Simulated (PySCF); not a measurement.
NICS in rings of unrelated molecules.

NICS is the negative of the GIAO shielding at a point without a nucleus: at the ring centre (0) and 1 Å above and below it (1); zz is the component along the ring normal. Level: GIAO PBE0/pcSseg-1 (PySCF, non-relativistic, gas phase) on the GFN2-xTB geometries, one conformer each. Atom numbers follow the mapped SMILES.

Task: Order these rings by mean NICS(1)zz, lowest (most negative) first (ppm).
A. ring C7–C8–C9 in `[O:1]=[C:2]1[O:3][CH:4]=[CH:5][C@@H:6]1[C@@H:7]1[CH2:8][C@@H:9]1[OH:10]`
B. ring N2–C3–C4–P5–C6 in `[CH3:1][n:2]1[cH:3][cH:4][p:5][c:6]1[CH:7]1[CH2:8][CH2:9]1`
C. ring N5–C6–C7–C8–C9 in `[CH3:1][C:2]([CH3:3])=[P:4][n:5]1[cH:6][cH:7][cH:8][cH:9]1`
D. ring C4–C5–C6–C7–O9 in `[CH3:1][S@:2](=[O:3])[c:4]1[cH:5][cH:6][c:7]([OH:8])[o:9]1`
E. ring N2–Si3–C4–C5–Si6 in `[CH3:1][N:2]1[SiH2:3][CH2:4][CH2:5][SiH2:6]1`

Result: C (-29.0), B (-25.4), D (-21.0), A (-18.9), E (-0.5).

```
                         SMILES                                                      ring  NICS(0)  NICS(1)  NICS(1)zz  HOMA  rms pucker (Å)  ring atoms with four or more neighbours
                 CC(C)=Pn1cccc1         5-membered ring with N; formal bonds all aromatic    -12.7    -10.4      -29.0  0.85            0.01                                        0
                  Cn1ccpc1C1CC1   5-membered ring with N and P; formal bonds all aromatic    -12.0    -10.6      -25.4  0.83            0.00                                        0
            C[S@](=O)c1ccc(O)o1         5-membered ring with O; formal bonds all aromatic    -11.5     -8.7      -21.0  0.33            0.00                                        0
O=C1OC=C[C@@H]1[C@@H]1C[C@@H]1O            3-membered carbocycle; formal bonds all single    -39.9     -8.1      -18.9     –            0.00                                        3
             CN1[SiH2]CC[SiH2]1  5-membered ring with N and 2 Si; formal bonds all single     -5.3     -3.0       -0.5     –            0.15                                        4
```

NICS(0) gives another order. The isotropic NICS(1) gives another order. HOMA uses Krygowski's 1993 parameters; it is left out where a ring has a four-coordinate atom, a triple bond, no multiple bond or a kind of bond without parameters. NICS(1) and NICS(1)zz are means over the two faces.
